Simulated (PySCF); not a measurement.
CuF₂ (SMILES [F][Cu][F]), doublet, at a GFN2-xTB geometry (such geometries of metal compounds can be far from the true shape); DF-PBE0/6-31G (PySCF).

PySCF was given this input:
```python
from pyscf import gto, scf, dft

mol = gto.Mole()
mol.atom = '''
    Cu    0.00000000    0.00000000    0.00000000
    F     0.00000000    0.00000000    1.70113779
    F    -0.00000000   -0.00000000   -1.70113779
'''
mol.basis = '6-31g'
mol.spin = 1
mol.verbose = 4
mol.max_memory = 1800
mol.build()

mf = dft.UKS(mol)
mf.xc = 'pbe0'
mf = mf.density_fit(auxbasis='def2-universal-jkfit')
mf.kernel()
```

It wrote (shortened):

```
PySCF version 2.14.0

[INPUT] verbose = 4
[INPUT] num. atoms = 3
[INPUT] num. electrons = 47
[INPUT] charge = 0
[INPUT] spin (= nelec alpha-beta = 2S) = 1
[INPUT] symmetry False subgroup None
[INPUT] Mole.unit = angstrom
[INPUT] Symbol           X                Y                Z      unit          X                Y                Z       unit  Magmom
[INPUT]  1 Cu     0.000000000000   0.000000000000   0.000000000000 AA    0.000000000000   0.000000000000   0.000000000000 Bohr   0.0
[INPUT]  2 F      0.000000000000   0.000000000000   1.701137790000 AA    0.000000000000   0.000000000000   3.214684523248 Bohr   0.0
[INPUT]  3 F      0.000000000000   0.000000000000  -1.701137790000 AA    0.000000000000   0.000000000000  -3.214684523248 Bohr   0.0

nuclear repulsion = 174.97828976129
number of shells = 21
number of NR pGTOs = 134
number of NR cGTOs = 45
basis = 6-31g
ecp = {}

******** <class 'pyscf.df.df_jk.DFUKS'> ********
method = DFUKS
initial guess = minao
damping factor = 0
level_shift factor = 0
DIIS = <class 'pyscf.scf.diis.CDIIS'>
diis_start_cycle = 1
diis_space = 8
diis_damp = 0
SCF conv_tol = 1e-09
SCF conv_tol_grad = None
SCF max_cycles = 50
direct_scf = False
number electrons alpha = 24  beta = 23
XC library pyscf.dft.libxc version 7.1.2
    S. Lehtola, C. Steigemann, M. J. T. Oliveira, and M. A. L. Marques,  SoftwareX 7, 1–5 (2018)
XC functionals = pbe0
    C. Adamo and V. Barone,  J. Chem. Phys. 110, 6158 (1999)
    M. Ernzerhof and G. E. Scuseria,  J. Chem. Phys. 110, 5029 (1999)
radial grids:
    Treutler-Ahlrichs [JCP 102, 346 (1995); DOI:10.1063/1.469408] (M4) radial grids

becke partition: Becke, JCP 88, 2547 (1988); DOI:10.1063/1.454033
pruning grids: <function nwchem_prune>
grids dens level: 3
symmetrized grids: False
atomic radii adjust function: <function treutler_atomic_radii_adjust>
small_rho_cutoff = 0
Set gradient conv threshold to 3.16228e-05
tot grids = 49168
******** <class 'pyscf.df.df.DF'> ********
auxbasis = def2-universal-jkfit
init E= -1838.99261833111

cycle= 1 E= -1838.41207323279  delta_E= 0.581  |g|= 1.89  |ddm|= 1.33
cycle= 2 E= -1835.12621055527  delta_E= 3.29  |g|= 3.73  |ddm|= 2.84
cycle= 3 E= -1839.3846043217  delta_E= -4.26  |g|= 0.521  |ddm|= 2.15
cycle= 4 E= -1839.42490356318  delta_E= -0.0403  |g|= 0.305  |ddm|= 0.414
cycle= 5 E= -1839.45694049496  delta_E= -0.032  |g|= 0.0175  |ddm|= 0.188
cycle= 6 E= -1839.45716894164  delta_E= -0.000228  |g|= 0.0253  |ddm|= 0.037
cycle= 7 E= -1839.45737272434  delta_E= -0.000204  |g|= 0.00264  |ddm|= 0.0209
cycle= 8 E= -1839.45737537993  delta_E= -2.66e-06  |g|= 0.000575  |ddm|= 0.00317
cycle= 9 E= -1839.45737546673  delta_E= -8.68e-08  |g|= 0.000216  |ddm|= 0.000484
cycle= 10 E= -1839.45737548177  delta_E= -1.5e-08  |g|= 1.35e-05  |ddm|= 0.000169
cycle= 11 E= -1839.4573754819  delta_E= -1.29e-10  |g|= 2.31e-06  |ddm|= 2.31e-05
Extra cycle  E= -1839.45737548193  delta_E= -2.41e-11  |g|= 3.23e-06  |ddm|= 9.3e-06
converged SCF energy = -1839.45737548193  <S^2> = 0.75228544  2S+1 = 2.0022841
```
